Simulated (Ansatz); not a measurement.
Wavefunction ladder for `[F][Hf]([F])([I])[I]`

```xyz
5

F     1.492    1.183    0.561
Hf    0.131   -0.031    0.102
F     0.485   -1.656    0.981
I    -2.251    0.935    0.922
I     0.144   -0.430   -2.567
```

Charge 0, multiplicity 1. Correlated methods include outer-core shells of Hf, I, which these sets cover unevenly. Hf, I: def2 effective core potential. The geometry is a stationary point of PBE0-D4/def2-TZVP. Frozen core, restricted reference, the Gaussian-basis code of Ansatz.

| basis | HF (Eh) | MP2 corr. | CCSD corr. | (T) | CCSD(T) total |
| --- | --- | --- | --- | --- | --- |
| def2-SVP | ? | -0.82864 | ? | ? | ? |
| def2-TZVPP | -840.10577 | -1.80685 | -1.73474 | -0.05144 | -841.89195 |
| def2-QZVPP | ? | -2.24470 | – | – | – |

Question: Fill in the withheld values. (Estimate.)

Answer: The calculation gave: def2-SVP HF (Eh): -839.80839; def2-SVP CCSD corr.: -0.83441; def2-SVP (T): -0.02311; def2-SVP CCSD(T) total: -840.66591; def2-QZVPP HF (Eh): -840.11822.
